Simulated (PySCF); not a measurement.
Sn(H)(F)2(OMe) (CH4F2OSn), SMILES [O](C)[SnH]([F])[F].

Geometry: B3LYP-D3(BJ)/def2-SVP. The structure was generated by enumeration; whether it is a known compound was not checked. The def2 effective core potentials stand for the cores of Sn; spin–orbit coupling is left out. One conformer was computed; it need not be the lowest.

These are B3LYP-D3(BJ)/def2-SVP (PySCF) values and carry that method's errors.

Frequencies are harmonic and unscaled.

| mode | ν (cm⁻¹) | IR (km/mol) | moving atoms (share of kinetic energy) |
|---|---|---|---|
| 1 | 36 | 3.3 | F 44 %, C 29 %, H 20 % |
| 2 | 104 | 1.1 | H 93 % |
| 3 | 116 | 18.2 | F 48 %, C 29 %, H 16 % |
| 4 | 177 | 14.2 | F 87 %, Sn 11 % |
| 5 | 188 | 19.9 | O 59 %, F 25 %, H 9 % |
| 6 | 268 | 33.3 | O 31 %, Sn 22 %, C 21 %, H 13 %, F 13 % |
| 7 | 528 | 56.2 | H 90 % |
| 8 | 543 | 55.5 | H 96 % |
| 9 | 576 | 54.6 | O 65 %, Sn 13 %, H 11 %, C 9 % |
| 10 | 636 | 48.6 | F 86 %, Sn 12 % |
| 11 | 643 | 60.6 | F 84 %, Sn 16 % |
| 12 | 1091 | 206.5 | O 52 %, C 44 % |
| 13 | 1167 | 0.3 | H 78 %, C 18 % |
| 14 | 1184 | 0.2 | H 75 %, C 19 % |
| 15 | 1466 | 16.6 | H 89 %, C 10 % |
| 16 | 1467 | 3.9 | H 96 % |
| 17 | 1480 | 12.6 | H 95 % |
| 18 | 1987 | 58.5 | H 99 % |
| 19 | 2994 | 66.1 | H 97 % |
| 20 | 3068 | 32.8 | H 90 %, C 10 % |
| 21 | 3100 | 21.7 | H 90 %, C 10 % |
